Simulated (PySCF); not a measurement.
F2H2O2Si.

```xyz
7

O     -0.2512     1.5997    -0.1315
Si     0.0147    -0.0078     0.0089
O      1.6152    -0.3015    -0.0199
F     -0.7644    -0.7859    -1.1664
F     -0.5854    -0.6064     1.3716
H     -1.1466     1.9112    -0.2975
H      2.1771     0.3420    -0.4627
```
Charge 0, spin multiplicity 1.

Geometry: ωB97X-D3(BJ)/def2-SVP. Other conformers were not sampled.

Calculation: PBE0/pcSseg-1 (PySCF). Non-relativistic, no solvent.

Computed absolute GIAO shielding of each atom: isotropic value and principal components (ppm):
| atom | σ(iso) | σ11 | σ22 | σ33 | span |
|---|---|---|---|---|---|
| O1 | 292.6 | 267.3 | 276.7 | 333.7 | 66.4 |
| Si2 | 433.6 | 417.5 | 423.8 | 459.5 | 41.9 |
| O3 | 299.3 | 277.2 | 281.8 | 339.1 | 61.8 |
| F4 | 326.1 | 279.9 | 290.2 | 408.2 | 128.4 |
| F5 | 334.0 | 289.6 | 297.3 | 415.2 | 125.6 |
| H6 | 29.1 | 21.2 | 22.9 | 43.1 | 21.9 |
| H7 | 29.0 | 20.7 | 23.5 | 42.7 | 22.0 |
